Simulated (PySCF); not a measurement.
Cl$_{2}$La (SMILES [Cl][La+][Cl]), charge +1, singlet, at a GFN2-xTB geometry (such geometries of metal compounds can be far from the true shape) (the multiplicity is a formal guess) (core potentials on La); WB97X-V/def2-SVP in PySCF.

The PySCF input:
```python
from pyscf import gto, scf, dft

mol = gto.M(
    atom='''
La    0.440856   -0.032888    0.547194
Cl    0.614549    0.327651   -1.991551
Cl   -2.092713   -0.217379    0.156842
''',
    basis='def2-svp',
    ecp={'La': 'def2-svp'},
    charge=1,
    spin=0,
    verbose=4,
)

mf = dft.RKS(mol)
mf.xc = 'wb97x_v'
mf.kernel()
```

Output, abridged:

```
PySCF version 2.14.0

[INPUT] verbose = 4
[INPUT] num. atoms = 3
[INPUT] num. electrons = 44
[INPUT] charge = 1
[INPUT] spin (= nelec alpha-beta = 2S) = 0
[INPUT] symmetry False subgroup None
[INPUT] Mole.unit = angstrom
[INPUT] Symbol           X                Y                Z      unit          X                Y                Z       unit  Magmom
[INPUT]  1 La     0.440856000000  -0.032888000000   0.547194000000 AA    0.833097100371  -0.062149312785   1.034046797005 Bohr   0.0
[INPUT]  2 Cl     0.614549000000   0.327651000000  -1.991551000000 AA    1.161329300125   0.619170654440  -3.763485953104 Bohr   0.0
[INPUT]  3 Cl    -2.092713000000  -0.217379000000   0.156842000000 AA   -3.954654427317  -0.410786775232   0.296388424829 Bohr   0.0

nuclear repulsion = 120.71518858485
number of shells = 28
number of NR pGTOs = 129
number of NR cGTOs = 68
basis = def2-svp
ecp = {'La': 'def2-svp'}

******** <class 'pyscf.dft.rks.RKS'> ********
method = RKS
initial guess = minao
damping factor = 0
level_shift factor = 0
DIIS = <class 'pyscf.scf.diis.CDIIS'>
diis_start_cycle = 1
diis_space = 8
diis_damp = 0
SCF conv_tol = 1e-09
SCF conv_tol_grad = None
SCF max_cycles = 50
direct_scf = True
direct_scf_tol = 1e-13
XC library pyscf.dft.libxc version 7.1.2
    S. Lehtola, C. Steigemann, M. J. T. Oliveira, and M. A. L. Marques,  SoftwareX 7, 1–5 (2018)
XC functionals = wb97x_v
    N. Mardirossian and M. Head-Gordon,  Phys. Chem. Chem. Phys. 16, 9904–9924 (2014)
radial grids:
    Treutler-Ahlrichs [JCP 102, 346 (1995); DOI:10.1063/1.469408] (M4) radial grids

becke partition: Becke, JCP 88, 2547 (1988); DOI:10.1063/1.454033
pruning grids: <function nwchem_prune>
grids dens level: 3
symmetrized grids: False
atomic radii adjust function: <function treutler_atomic_radii_adjust>
** Following is NLC and NLC Grids **
NLC functional = wb97x_v
radial grids:
    Treutler-Ahlrichs [JCP 102, 346 (1995); DOI:10.1063/1.469408] (M4) radial grids

becke partition: Becke, JCP 88, 2547 (1988); DOI:10.1063/1.454033
pruning grids: <function nwchem_prune>
grids dens level: 3
symmetrized grids: False
atomic radii adjust function: <function treutler_atomic_radii_adjust>
small_rho_cutoff = 0
Set gradient conv threshold to 3.16228e-05
Initial guess from minao.
tot grids = 62464
tot grids = 62464
init E= -948.324926414197
  HOMO = -0.597654425456335  LUMO = -0.349053786383699  gap/eV = 6.76477
cycle= 1 E= -951.387912738529  delta_E= -3.06  |g|= 0.409  |ddm|= 10.1
  HOMO = -0.486097461308493  LUMO = -0.229350438054698  gap/eV = 6.98644
cycle= 2 E= -951.423137715848  delta_E= -0.0352  |g|= 0.255  |ddm|= 0.978
  HOMO = -0.554506304828725  LUMO = -0.21009786402219  gap/eV = 9.37183
cycle= 3 E= -951.441008464069  delta_E= -0.0179  |g|= 0.0469  |ddm|= 0.422
  HOMO = -0.549309604029684  LUMO = -0.216498067258908  gap/eV = 9.05626
cycle= 4 E= -951.442062311598  delta_E= -0.00105  |g|= 0.0182  |ddm|= 0.095
  HOMO = -0.549635579015723  LUMO = -0.213464641123339  gap/eV = 9.14768
cycle= 5 E= -951.442230351322  delta_E= -0.000168  |g|= 0.00416  |ddm|= 0.0477
  HOMO = -0.549568042862104  LUMO = -0.212971528948799  gap/eV = 9.15926
cycle= 6 E= -951.442262683531  delta_E= -3.23e-05  |g|= 0.000918  |ddm|= 0.0305
  HOMO = -0.549558360064917  LUMO = -0.213159683361798  gap/eV = 9.15387
cycle= 7 E= -951.442264082007  delta_E= -1.4e-06  |g|= 0.000253  |ddm|= 0.0054
  HOMO = -0.549560934450559  LUMO = -0.213165819688757  gap/eV = 9.15378
cycle= 8 E= -951.442264175464  delta_E= -9.35e-08  |g|= 7.61e-05  |ddm|= 0.00112
  HOMO = -0.549563851905605  LUMO = -0.213161446712387  gap/eV = 9.15398
cycle= 9 E= -951.442264184618  delta_E= -9.15e-09  |g|= 2.36e-05  |ddm|= 0.000317
  HOMO = -0.549563787862353  LUMO = -0.213163260582881  gap/eV = 9.15392
cycle= 10 E= -951.442264185475  delta_E= -8.57e-10  |g|= 4.1e-06  |ddm|= 0.000125
  HOMO = -0.54956342878059  LUMO = -0.213163462289205  gap/eV = 9.15391
Extra cycle  E= -951.442264185494  delta_E= -1.91e-11  |g|= 1.82e-06  |ddm|= 1.12e-05
converged SCF energy = -951.442264185494
```
